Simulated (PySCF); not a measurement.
Spectra and structures to be paired. Level of theory: PySCF 2.14.0, density-fitted response routines, TDDFT CAM-B3LYP/def2-SVPD, vertical, gas phase, core orbitals frozen in the response. Geometries: PBE0-D3(BJ)/def2-SVP; one conformer of each isolated species. Triplets are in the Tamm–Dancoff approximation. Atoms past krypton carry core potentials; spin–orbit coupling is left out. Ions are computed without counter-ions or solvent.

A. trans-Si(NH3)2F4, `N->[Si](<-N)(F)(F)(F)F`
B. TaS(NH2)3, `[NH2][Ta]([NH2])([NH2])=[S]`
C. Si(NCS)2H2, `N([SiH2]N=C=S)=C=S`
D. CH2=CFCOOEt, `C(C(OCC)=O)(F)=C`
E. NO+, `[O+]#N`

Lowest singlet levels (six at most, fewer where fewer were computed) with oscillator strengths:

1. 238 nm (f 0.000); 202 nm (f 0.308); 174 nm (f 0.135); 161 nm (f 0.031); 158 nm (f 0.000); 150 nm (f 0.039); T1 3.68 eV
2. 271 nm (f 0.000); 258 nm (f 0.000 summed over 2 states); 244 nm (f 0.000); 239 nm (f 0.023 summed over 2 states); 235 nm (f 0.057 summed over 2 states); 224 nm (f 0.048) [of 10 roots; the last level is left out, as the window may have cut its degenerate partner]; T1 4.05 eV
3. 254 nm (f 0.000); 254 nm (f 0.000); 243 nm (f 0.004); 242 nm (f 0.000); 240 nm (f 0.001); 238 nm (f 0.000); T1 4.35 eV
4. 125 nm (f 0.031 summed over 2 states); 119 nm (f 0.000); 113 nm (f 0.000 summed over 2 states); 80 nm (f 0.239 summed over 2 states); 72 nm (f 0.538); 63 nm (f 0.080) [of 10 roots; the last level is left out, as the window may have cut its degenerate partner]; T1 7.51 eV
5. 145 nm (f 0.000); 139 nm (f 0.249); 134 nm (f 0.000); 132 nm (f 0.000); 132 nm (f 0.088 summed over 2 states); 129 nm (f 0.000); T1 8.47 eV

Problem. Match each spectrum to its molecule.

Solution. 1 = D, 2 = B, 3 = C, 4 = E, 5 = A.
- A: S1 at 8.53 eV, HOMO→LUMO (95%); Löwdin shares by element: HOMO fluorine 100%; LUMO silicon 29%, hydrogen 23% or more (atoms not listed hold the other 48%); HOMO -10.73 and LUMO 0.62 eV.
- B: S1 at 4.58 eV, HOMO-1/HOMO→LUMO/LUMO+1/LUMO+2 (≥93%); for S1 the Löwdin share of tantalum is 21% in HOMO and 55% in LUMO; HOMO -8.44 and LUMO 0.21 eV; point group C3v, 4 of its 9 listed states under f = 0.0005.
- C: S1 at 4.88 eV, HOMO-2→LUMO (45%), HOMO-1→LUMO+2 (27%), HOMO→LUMO+1 (13%); Löwdin shares by element: HOMO (one of a set within 0.03 eV) sulfur 57%, nitrogen 23% (atoms not listed hold the other 20%); LUMO sulfur 31%, carbon 30% (atoms not listed hold the other 40%); HOMO -8.98 and LUMO -0.24 eV; point group C2v, 4 of its 6 listed states under f = 0.0005.
- D: S1 at 5.22 eV, HOMO-1→LUMO (94%); Löwdin shares by element: HOMO carbon 66% or more, fluorine 15%, oxygen 8% or more; LUMO carbon 63% or more, oxygen 15% or more (atoms not listed hold the other 22%); HOMO -9.41 and LUMO -0.40 eV; point group Cs, 2 of its 6 listed states under f = 0.0005.
- E: S1 at 9.93 eV, HOMO→LUMO/LUMO+1 (98%); Löwdin shares by element: HOMO nitrogen 72%, oxygen 28%; LUMO (one of a set within 0.03 eV) nitrogen 58%, oxygen 42%; HOMO -27.01 and LUMO -11.84 eV; point group C∞v, 3 of its 9 listed states under f = 0.0005.

A slash joins orbitals within 0.01 eV of each other, whose weights are summed (≥ marks a lower bound).
